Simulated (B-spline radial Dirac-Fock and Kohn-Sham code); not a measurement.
# Dipole and non-dipole photoemission parameters of La³⁺ 4d5/2

System: La³⁺, configuration [Kr] 4d10 5s2 5p6; threshold 138.1 eV (orbital energy of the model). These are calculated numbers from an atomic code on a B-spline grid; the model is Dirac-Hartree-Slater photoionisation with a Latter tail; cross sections with all multipoles, angular parameters from the dipole term and its interference with E2.

Input of the calculation (task.json; shells as n, l, electrons):

```json
{"items": [{
  "Z": 57,
  "q": 3,
  "cfg": [[1, 0, 2], [2, 0, 2], [2, 1, 6], [3, 0, 2], [3, 1, 6], [3, 2, 10], [4, 0, 2], [4, 1, 6], [4, 2, 10], [5, 0, 2], [5, 1, 6]],
  "A": 139,
  "rrms": 4.855,
  "do": "xps",
  "hv": [56.7, 67.8, 103.0, 119.0, 125.0, 145.0, 191.0, 201.0, 437.0, 477.0, 478.0, 525.0, 600, 657.0, 684.0, 800, 1000, 1253.6, 1840.0, 2000, 2290.0, 4380.0, 4910.0, 6000, 7840.0, 9251.7, 9640.0, 9950.0, 10600.0, 15000]
}]}
```

Command: `python xray2_run.py task.json out`

```tsv
hν (eV)	σ (kb)	β	γ	δ
191	316	-0.968	-0.349	0.165
201	354	-0.915	-0.238	0.151
437	485	0.865	0.049	0.001
477	443	0.953	0.025	0.000
478	442	0.955	0.024	0.000
525	395	1.034	0.001	0.000
600	328	1.126	-0.023	0.002
657	284	1.177	-0.032	0.004
684	266	1.197	-0.035	0.005
800	202	1.261	-0.032	0.009
1000	129	1.317	0.004	0.016
1253.6	78.7	1.342	0.077	0.025
1840	30.7	1.323	0.271	0.042
2000	24.7	1.311	0.323	0.047
2290	17.1	1.285	0.412	0.055
4380	?	?	?	?
4910	1.75	1.058	0.997	0.133
6000	0.903	0.984	1.159	0.167
7840	0.361	0.881	1.368	0.223
9251.7	0.201	0.817	1.492	0.264
9640	0.173	0.801	1.522	0.276
9950	0.155	0.789	1.545	0.285
10600	0.123	0.765	1.590	0.303
15000	0.0336	0.634	1.812	0.423
```

Problem. Give the values at 4380 eV.

Solution. σ = 2.52 kb, β = 1.099, γ = 0.904, δ = 0.117.
